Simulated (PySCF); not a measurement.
## Electron correlation in Co⁺ (cobalt, charge +1)

[Ar] 3d7 4s1, high-spin 5F determinant (an excited configuration). Calculation: PySCF 2.14, in aug-cc-pwCVTZ (10s9p7d4f3g, 127 functions); the non-relativistic Hamiltonian (point nucleus). Frozen: [Ne]; 16 electrons correlated.

MP2 pair energies summed by pair of shells (mhartree):

```tsv
pair	energy	share (%)
3p-3d	-249.85	37.6
3d-3d	-204.86	30.9
3p-3p	-80.72	12.2
3s-3d	-50.17	7.6
3s-3p	-40.57	6.1
3d-4s	-22.95	3.5
3p-4s	-8.25	1.2
3s-3s	-5.59	0.8
3s-4s	-0.85	0.1
```

Total MP2 correlation energy: -663.81 mhartree.

Same-spin part -217.32 and opposite-spin part -446.49 mhartree; SCS-MP2 scales them by 1/3 and 6/5 to -608.23 mhartree.
